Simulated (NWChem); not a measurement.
Species: C2H6NO cation; SMILES C(N)(=[OH+])C

```xyz
10

C      0.1485    -1.4082     0.0012
C     -0.0052     0.0633     0.0005
N      1.0124     0.8740    -0.0003
O     -1.1714     0.6224     0.0000
H     -0.3511    -1.8262     0.8905
H      1.2000    -1.7176     0.0064
H     -0.3447    -1.8272    -0.8912
H      0.8675     1.8838    -0.0010
H      1.9659     0.5248    -0.0003
H     -1.9067    -0.0108     0.0008
```
Atoms are numbered in this order, from 1.

Results from NWChem. Pople sets run with spherical d functions. STO-3G and 3-21G are far too small for this property and stand as cheap habits. All runs use the structure optimised with PBE0/def2-SVP. GIAO values for the isolated, static molecule; σ is the absolute isotropic shielding, δ = σ(reference) − σ with the isolated reference molecule computed at the same levels (13C: tetramethylsilane, 1H: tetramethylsilane, 15N: ammonia, 17O: water).

**Question.** Order these runs by computing time, cheapest first, and give rough ratios: Hartree-Fock/STO-3G; BHandHLYP/pcSseg-1; Hartree-Fock/6-31G*.

**Answer.** Hartree-Fock/STO-3G (1), Hartree-Fock/6-31G* (6), BHandHLYP/pcSseg-1 (20). Ratios are rough, from one shared machine; the cheapest took around 2.1 core-seconds (rough). What differs between the cheapest and the dearest: δ C1 (ppm) 26.8 → 21.1; δ C2 (ppm) 161.9 → 193.6; δ N3 (ppm) 80.6 → 150.3; δ O4 (ppm) 119.2 → 209.2.
